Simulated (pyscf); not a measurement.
Homolytic dissociation enthalpies at 298 K of Al–S, Al–Se, Ga–S, Ga–Te bonds in 6 gas-phase molecules, in eV. Optimised with ωB97X-D3(BJ)/def2-SVP in PySCF. Both columns use the same structures and thermal terms. Rows were drawn at random from the closed-shell molecules with such a bond whose radicals are computed, keep their shape and have no isomer in the data more than 5 kcal/mol lower.

| row | molecule | radicals | PBE/def2-TZVP | ωB97M-D3(BJ)/def2-TZVP |
|---|---|---|---|---|
| 1 | H₃C–CH₂–S–Al(CH₃)–CH₃ | H₃C–CH₂–S• + [H₃C–Al–CH₃]• | 3.74 | 4.06 |
| 2 | H₃C–Ga(CH₃)–TeH | [H₃C–Ga–CH₃]• + TeH• | 3.10 | 3.03 |
| 3 | H₃Si–S–Al(Cl)–Cl | H₃Si–S• + [Cl–Al–Cl]• | 3.75 | ? |
| 4 | H₃Si–Te–Ga(Cl)–Cl | H₃Si–Te• + [Cl–Ga–Cl]• | 2.69 | 2.73 |
| 5 | H₃C–CH₂–S–Ga(CH₃)–CH₃ | H₃C–CH₂–S• + [H₃C–Ga–CH₃]• | 3.46 | 3.62 |
| 6 | H₃Si–Se–Al(Cl)–Cl | H₃Si–Se• + [Cl–Al–Cl]• | 3.42 | 3.65 |

Task: Fit a line that carries the PBE values to the last column and predict row 3.

Result: In the 5 complete rows the last column lies -0.07 to 0.32 eV from PBE (mean 0.14, median 0.16). Least squares gives y = -0.85 + 1.30·x with residuals of 0.08 eV (root mean square). For row 3: -0.85 + 1.30 × 3.75 = 4.03 eV, an extrapolation. The computed value is 4.08 eV, 0.05 over the line. Left out: the spin-orbit lowering of TeH, which is large for Br, Se, Te and I. Elements up to Kr have no core potential and no relativistic terms here. Elements past Kr carry the def2 core potentials, without spin-orbit coupling.
